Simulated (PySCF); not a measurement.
# Electron correlation in Si²⁺ (silicon, charge +2)

[Ne] 3p2, high-spin 3P determinant (an excited configuration). Computed with PySCF 2.14 in def2-QZVPPD (10s6p5d2f1g, 76 functions), with no relativity, point nucleus. Frozen: 1s2; 10 electrons correlated.

MP2 pair energies summed by pair of shells (mhartree):

```
 pair   energy  share (%)
2p-2p  -111.18       62.2
2s-2p   -35.39       19.8
2p-3p   -15.96        8.9
3p-3p    -7.09        4.0
2s-2s    -6.33        3.5
2s-3p    -2.65        1.5
```

Total MP2 correlation energy: -178.60 mhartree.

Same-spin part -57.04 and opposite-spin part -121.56 mhartree; SCS-MP2 scales them by 1/3 and 6/5 to -164.89 mhartree.

This basis was not built for core-valence correlation, so the inner-shell part is incomplete.
